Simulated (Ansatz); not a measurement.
Input for Ansatz (an electronic-structure program): U-RI-MP2/cc-pV(Q+d)Z on H8NSi3 (SMILES [SiH2]N([SiH3])[SiH3]). The basis file is the Basis Set Exchange's JSON of that set.

Ansatz 0.2 input:
```yaml
crystal:
  periodic: [false, false, false]
  atoms:
    - {symbol: Si, position_ang: [-1.59828190, 0.74806511, -0.79310977]}
    - {symbol: N, position_ang: [-0.15093014, 0.17096103, -0.00134402]}
    - {symbol: Si, position_ang: [1.41616873, 0.60666803, -0.64234951]}
    - {symbol: Si, position_ang: [-0.28768261, -0.87852703, 1.39018688]}
    - {symbol: H, position_ang: [-2.67751386, -0.26480402, -0.61109531]}
    - {symbol: H, position_ang: [-1.30664328, 0.93186981, -2.24395653]}
    - {symbol: H, position_ang: [1.92350846, -0.42466963, -1.57849683]}
    - {symbol: H, position_ang: [1.29062228, 1.88995917, -1.36873502]}
    - {symbol: H, position_ang: [2.37939059, 0.74630559, 0.47230772]}
    - {symbol: H, position_ang: [-1.58419490, -0.61742048, 2.05433496]}
    - {symbol: H, position_ang: [0.82610308, -0.60134664, 2.32419759]}
    - {symbol: H, position_ang: [-0.23064646, -2.30696094, 0.99805987]}
basis:
  gaussian:
    orbitals: cc-pV_Q+d_Z.json
    fitting: {mean_field: def2-universal-JKFIT, correlation: cc-pVQZ-RIFIT.json}
magnetization: {spin_polarized: true, initial_magnetization: 1}
correlation: {method: mp2, electrons: outside_noble_gas}
scf: {omitted_lower_state_checks: [cluster_reference]}
```

It printed:

```
WARN ansatz: RAYON_NUM_THREADS=4 ignored (pool sized by the plan → 4); use --threads N
Functional definition: HF
these checks for a lower state are left out or cut short: cluster_reference
integrals: 1.16 GiB planned
605 factors; integrals over basis functions are off by at most 6.1e0 eV
mean field: 2.43 GiB planned
mean field evaluation 1: about -25193.9290 eV, gradient 2.7e1 eV
mean field evaluation 2: about -25196.7639 eV, gradient 1.8e1 eV
mean field evaluation 4: about -25198.2657 eV, gradient 6.6e-1 eV
mean field -25198.27535371 eV, -926.0195392443 hartree, gradient 1.9e-6 eV, S^2 0.755165; 0 other end points of the search recorded, 0 dependent functions left out
16 core orbitals not correlated
1046 factors; their error is unknown
reference -25198.27535371 eV, -926.0195392443 hartree; 13, 12 occupied and 458, 459 virtual orbitals, 1046 factors
second order -16.60945237 eV of doubles, -0.00000000 eV of singles
Total energy: -25214.88480608 eV, -926.6299253605 hartree
Checks for a lower state left out: cluster_reference
```

Self-consistency was reached.

Cost: very roughly 30 core-seconds.
